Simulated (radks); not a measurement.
Values are calculated unless marked as measured or tabulated.
Isoelectronic series with 19 electrons, all held in the configuration [Ar] 4s1, which need not be the ground one along the series. Level of theory: scalar-relativistic Kohn-Sham, BLYP, spin-polarised, spherical densities, finite nucleus; open shells are filled with parallel spins first (spin-orbit coupling, left out, can overturn this in heavy ions); Fermi nuclear charge, rms radius of each element as measured or else 0.836 A^(1/3) + 0.57 fm (a radial shooting solver on a logarithmic mesh with Libxc functionals). Total energies (hartree) and orbital eigenvalues (hartree):

ion    E (hartree)      4s up    3p down      3p up
K       -602.31294   -0.08870   -0.67942   -0.68150
Ti3+    -851.72049   -1.09200   -2.85279   -2.86016
Mn6+   -1147.15304   -2.75051   -6.13107   -6.14313
Ni9+   -1488.87403   -5.01209  -10.45552  -10.47206
Ga12+  -1877.29193   -7.86605  -15.81310  -15.83404
Se15+  -2312.90938  -11.31089  -22.20134  -22.22664
Rb18+  -2796.31038  -15.34904  -29.62219  -29.65184
Zr21+  -3328.15784  -19.98518  -38.08014  -38.11417
Tc24+  -3909.19502  -25.22564  -47.58141  -47.61983
Pd27+  -4540.25460  -31.07817  -58.13354  -58.17639
In30+  -5222.26101  -37.55182  -69.74525  -69.79257
Te33+  -5956.23168  -44.65692  -82.42634  -82.47818
Cs36+   -6743.3038  -52.40523  -96.18763  -96.24405
Ce39+   -7584.7184  -60.80985  -111.0409  -111.1020
Pm42+   -8481.8484  -69.88548  -126.9991  -127.0649
Gd45+   -9436.1790  -79.64835  -144.0760  -144.1466
Ho48+  -10449.4521  -90.11705  -162.2865  -162.3621
